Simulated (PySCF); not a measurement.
Ge(OH)4 (GeH4O4), SMILES [OH][Ge]([OH])([OH])[OH]. Geometry optimised at PBE0-D3(BJ)/def2-SVP. The isomer is the one that the SMILES or the coordinates give; other isomers of the formula were not compared. One conformer was computed; it need not be the lowest.

Level of theory: PBE0-D3(BJ)/def2-SVP (PySCF).

Harmonic wavenumbers (cm⁻¹): 153, 171, 223, 223, 226, 267, 284, 284, 341, 709, 754, 769, 769, 884, 906, 921, 921, 3900, 3900, 3901, 3904. Rotational constants (GHz): 3.625, 3.625, 3.195; symmetry number 2.

Problem. Work out the zero-point energy and the ideal-gas rigid-rotor harmonic-oscillator thermochemistry at 298.15 K and 1 atm.

Solution. ZPE = ½ Σ hcν = ½ × 24410 cm⁻¹ = 146.00 kJ/mol. H − E(el) = 169.37 kJ/mol. Entropy in J/(mol K): translation 170.43, rotation 104.86, vibration 76.30, total 351.60. G − E(el) = 64.54 kJ/mol. Cp = 120.42 J/(mol K).
